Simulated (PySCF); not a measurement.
Species: C3H12GeNOP.
Atom-mapped SMILES: `[CH3:1][O:2][Ge@@H:3]([PH2:4])[N:5]([CH3:6])[CH3:7]` (hydrogens: H8, H9, H10 on C1; H11 on Ge3; H12, H13 on P4; H14, H15, H16 on C6; H17, H18, H19 on C7)

Computed by this run: PySCF 2.14.0, PBE0-D3(BJ)/def2-SVP geometry optimisation, gas phase; density fitting, grid level 1; the optimiser is geomeTRIC in internal coordinates, started from a GFN2-xTB structure.

Step 3: E = -72618.0401 eV
```
atom  x, y, z in Å  |  force x, y, z in eV/Å
C1      2.4796   -0.8354    0.0138   -0.086  -0.026  -0.015
O2      1.7454   -0.1725    1.0006    0.115   0.040   0.013
Ge3     0.3299    0.8536    0.6254   -0.039  -0.063  -0.088
P4      0.8865    2.1781   -1.2040   -0.007  -0.058  -0.026
N5     -1.1682   -0.0787    0.1560    0.052   0.005  -0.026
C6     -1.8984   -0.7962    1.1694   -0.015   0.018  -0.037
C7     -1.3806   -0.5594   -1.1851    0.007   0.001   0.049
H8      3.5351   -0.9067    0.3245    0.009  -0.001   0.028
H9      2.4583   -0.3164   -0.9647    0.018   0.011  -0.012
H10     2.1080   -1.8640   -0.1519   -0.004  -0.008  -0.009
H11     0.0550    1.5305    1.9684   -0.026   0.032   0.071
H12    -0.2470    3.0178   -0.9951   -0.036   0.042   0.002
H13     1.7559    2.9961   -0.4243    0.033   0.029   0.025
H14    -1.7201   -0.3575    2.1631    0.003   0.004   0.006
H15    -1.6235   -1.8689    1.2245    0.004  -0.018   0.004
H16    -2.9865   -0.7458    0.9779   -0.020  -0.006   0.004
H17    -0.8026    0.0312   -1.9129    0.005   0.009   0.007
H18    -1.0892   -1.6219   -1.3161    0.004  -0.015  -0.001
H19    -2.4462   -0.4779   -1.4704   -0.015   0.003   0.005
```

Step 4: E = -72618.0439 eV
```
atom  x, y, z in Å  |  force x, y, z in eV/Å
C1      2.4600   -0.8471    0.0037   -0.091   0.015   0.021
O2      1.7614   -0.1487    0.9931    0.105   0.014  -0.008
Ge3     0.3335    0.8626    0.6265   -0.041  -0.033  -0.058
P4      0.8679    2.2034   -1.1980   -0.001  -0.076  -0.016
N5     -1.1546   -0.0832    0.1549    0.054   0.017  -0.029
C6     -1.8936   -0.7903    1.1685   -0.015   0.015  -0.035
C7     -1.3547   -0.5716   -1.1854    0.003   0.008   0.066
H8      3.5144   -0.9479    0.3075    0.028  -0.017   0.011
H9      2.4459   -0.3364   -0.9794    0.016   0.009  -0.009
H10     2.0528   -1.8643   -0.1467   -0.004  -0.012  -0.011
H11     0.0567    1.5313    1.9758   -0.023   0.020   0.035
H12    -0.2674    3.0352   -0.9696   -0.038   0.049  -0.001
H13     1.7409    3.0162   -0.4174    0.037   0.038   0.024
H14    -1.7266   -0.3377    2.1579    0.003  -0.003   0.009
H15    -1.6164   -1.8614    1.2403    0.001  -0.022   0.006
H16    -2.9799   -0.7447    0.9655   -0.019  -0.008   0.002
H17    -0.7729    0.0189   -1.9101    0.002   0.006  -0.001
H18    -1.0574   -1.6332   -1.3090    0.002  -0.018  -0.002
H19    -2.4184   -0.4951   -1.4787   -0.016  -0.001  -0.003
```

Task: Estimate the geometry and energy of step 5. (The exact step hangs on the optimiser's Hessian estimate; all steps are aligned on step 4, rigid shifts and turns removed.)

Result: E = -72618.0504 eV, largest force 0.100 eV/Å
```
atom  x, y, z in Å  |  force x, y, z in eV/Å
C1      2.4026   -0.8723   -0.0201   -0.056   0.064   0.052
O2      1.8077   -0.0810    0.9687    0.054  -0.019  -0.033
Ge3     0.3442    0.8900    0.6301   -0.034   0.034   0.011
P4      0.8226    2.2690   -1.1814    0.008  -0.038   0.020
N5     -1.1156   -0.0949    0.1546    0.035   0.018  -0.015
C6     -1.8782   -0.7799    1.1649   -0.011  -0.008  -0.007
C7     -1.2867   -0.6056   -1.1808   -0.006   0.007   0.048
H8      3.4451   -1.0786    0.2707    0.018  -0.027  -0.008
H9      2.4256   -0.3784   -1.0121    0.014  -0.002  -0.003
H10     1.8855   -1.8426   -0.1428    0.000  -0.012  -0.013
H11     0.0603    1.5376    1.9926   -0.015  -0.003  -0.029
H12    -0.3130    3.0918   -0.9117   -0.003   0.017  -0.009
H13     1.7101    3.0742   -0.4054    0.009   0.012  -0.004
H14    -1.7429   -0.2991    2.1460    0.004  -0.011   0.003
H15    -1.5964   -1.8472    1.2745   -0.005  -0.010   0.001
H16    -2.9592   -0.7483    0.9305   -0.002  -0.005   0.000
H17    -0.6994   -0.0174   -1.9030   -0.002  -0.003  -0.005
H18    -0.9742   -1.6653   -1.2834   -0.005  -0.009  -0.002
H19    -2.3466   -0.5458   -1.4928   -0.004  -0.005  -0.007
```

The energy changes by -0.0065 eV. The first-order estimate −F·Δx gives -0.0107 eV and the mean of the old and new forces, exact on a quadratic surface, -0.0066 eV. The step makes an angle of 83° with the force vector and moves no atom by more than 0.169 Å.

What follows is the cost of the whole optimisation. Time: 4.4 min of wall time; peak memory 0.79 GiB. Hardware: an Arm Neoverse V2 with one thread, shared host with 96 logical CPUs at a one-minute load of 45.
